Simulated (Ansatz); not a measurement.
This geometry of AlFH5NO2 (10 atoms, charge 0, multiplicity 1) is a first-order saddle point.

Theory: RKS r2SCANh/def2-SVP (Ansatz 0.2.0).

```xyz
10
Properties=species:S:1:pos:R:3
Al 0.035 -0.021 0.065
F -0.133 -0.675 1.625
N 1.650 0.047 -0.691
H 1.972 -0.681 -1.318
H 2.197 0.878 -0.881
O -1.357 -0.213 -0.909
H -2.186 -0.537 -0.555
O 0.004 1.754 0.966
H 0.775 2.326 0.863
H -0.002 1.440 1.886
```

Question: Which two structures does it join? (They come from a converged band through this point; their orientation in space is the band's.)

Answer: No bond is made or broken.  The two ends are copies of one structure, up to a mirror image or an exchange of like atoms.

Image 0:

```xyz
10
Properties=species:S:1:pos:R:3
Al -0.071 -0.052 0.134
F -0.031 -0.963 1.544
N 1.559 0.344 -0.589
H 2.378 -0.184 -0.300
H 1.639 0.500 -1.590
O -1.392 -0.130 -0.932
H -2.294 -0.356 -0.707
O 0.042 1.728 0.990
H 0.942 1.765 0.555
H 0.182 1.666 1.945
```

Image 6:

```xyz
10
Properties=species:S:1:pos:R:3
Al -0.076 -0.049 0.135
F -0.041 -0.979 1.532
N 1.557 0.349 -0.585
H 1.639 0.507 -1.586
H 2.374 -0.184 -0.298
O -1.399 -0.113 -0.931
H -2.290 -0.382 -0.710
O 0.051 1.728 0.992
H 0.953 1.747 0.552
H 0.186 1.694 1.948
```

Question: How far does it lie above each of them?

Answer: 0.248 eV above the first and 0.248 eV above the second. This is the barrier of this one path; another mechanism may lie lower.

Time of the run: 2.6 min on 4 threads of Arm Neoverse V2 (shared host), peak memory 0.23 GiB.
